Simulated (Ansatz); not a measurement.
Reactions of C2H9BSn (`B[CH2][SnH2][CH3]`).

Isolated molecules relaxed with PBE0-D4/def2-TZVP in Ansatz; ΔE leaves out vibrations. CBS: MP2 limit from def2 TZ/QZ plus the TZ coupled-cluster correction, frozen cores. This one scheme is used for every species. Functionals use def2-TZVPP. Elements past krypton have def2 core potentials. For Ge, Sn outer-core shells are correlated without core-valence functions, which leaves a few kJ/mol of doubt a bond. Scalar relativity is left out up to krypton. One conformer a species, not always the lowest.

```
                                                                           reaction  CCSD(T)/CBS(def2) (kJ/mol)
        `B[CH2][SnH2][CH3]` + `[SiH3][GeH3]` → `B[CH2][GeH2][SiH3]` + `[CH3][SnH3]`                          17
                             `B[CH2][SnH2][CH3]` + HCl → `[CH3][SnH2][CH2]Cl` + BH₃                         119
                              `B[CH2][SnH2][CH3]` + `OCO` → `COCO` + `B[CH2][SnH3]`                           ?
`B[CH2][SnH2][CH3]` + `O[SiH](F)O[SiH2]Cl` → `CO[SiH](F)O[SiH2]Cl` + `B[CH2][SnH3]`                          94
```

(1) Fill in the missing values. (Estimate.)

Largest T1 diagnostic: 0.012, for `B[CH2][SnH3]`.

Answers

(1) The calculation gave: `B[CH2][SnH2][CH3]` + `OCO` → `COCO` + `B[CH2][SnH3]`: +77.9 kJ/mol.
